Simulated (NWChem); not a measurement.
# C$_{2}$H$_{2}$N$_{2}$O; SMILES c1nnco1

Program: NWChem. Coordinates come from a PBE0/def2-SVP optimisation. Ions are spin-unrestricted doublets at the neutral geometry; other ion states weren't tried.

For level PBE/def2-SVP:

vertical ionisation energy, ΔSCF (eV): 10.34
−ε(HOMO) (eV): 6.26

### Question
How do the values read with level r2SCAN/def2-SVP instead?

### Answer
* **vertical ionisation energy, ΔSCF (eV)**: 10.59
* **−ε(HOMO) (eV)**: 6.76
